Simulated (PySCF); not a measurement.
TiBr2: Ti(II) (d2), charge 0. The structure is a PBE0-D3(BJ)/def2-TZVP geometry optimised for multiplicity 3; coordination linear, point group D∞h, metal–donor distances 2.39 Å.

```
3

Ti    0.000    0.000    0.000
Br    0.000    0.000    2.392
Br    0.000    0.000   -2.392
```

Method (PySCF 2.14, density fitting): CASSCF(2,5) with orbitals averaged over all microstates of the shell, strongly contracted NEVPT2 on the averaged canonical orbitals; basis x2c-TZVPall on the metal, x2c-SVPall elsewhere; spin-free X2C; gas phase; spin-orbit coupling by state interaction with the mean-field operator over all roots.

(1) Which term lies lowest, and with what spin?

(2) List the excited states of the same spin.

(3) Which is the lowest state of another spin?

(4) What ligand-field parameters describe the result?

(5) What are the magnetic parameters?

No frequencies were computed for the optimised geometry. NEVPT2 lifts 3Πg from 2621 to 4807 cm⁻¹; on the d shell alone such lifts tend to overshoot. An active orbital has only 0.74 squared overlap with the free ion's shell, so the metal shell alone is a small active space here.

The job took 14 s on one thread of Intel Xeon Platinum 8259CL @ 2.50GHz (shared host), with 112 basis functions and a peak of 0.52 GiB, launched as `OMP_NUM_THREADS=1 python lf_run.py task.json out`.

Answers

(1) 3Δg (S = 1, orbital degeneracy 2), orbital occupations from the lowest 0.5 0.5 1.0 0.0 0.0, by NEVPT2.

(2) By NEVPT2: 3Φg at 3978 cm⁻¹; 3Σg- at 4093 cm⁻¹; 3Πg at 4807 cm⁻¹; 3Σg- at 13467 cm⁻¹ (743 nm); 3Πg at 13517 cm⁻¹ (740 nm). All are electric-dipole forbidden at this geometry.

(3) 1Σg+ at 7195 cm⁻¹ by NEVPT2; CASSCF alone puts it at 7670 cm⁻¹ above the same ground state.

(4) At CASSCF level (the NEVPT2 levels don't fit a ligand-field model well): orbital energies 0, 0, 2976, 5199, 5199 cm⁻¹; B = 734 cm⁻¹; C = 3026 cm⁻¹; B over its free-ion value at the same level 0.827; rms of the fit 428 cm⁻¹; ζ = 110 cm⁻¹ (free ion 123).

(5) Degenerate or low-lying orbital states mix with the ground state, so no spin-only Hamiltonian applies. The lowest spin-orbit level is 2-fold; the next lies at 109.5 cm⁻¹. The two lowest states form a pseudo-doublet split by 0.000 cm⁻¹ with g_z = 0.00. μeff is 3.06 μB at 300 K and 0.70 μB at 10 K; the spin-only value is 2.83 μB.
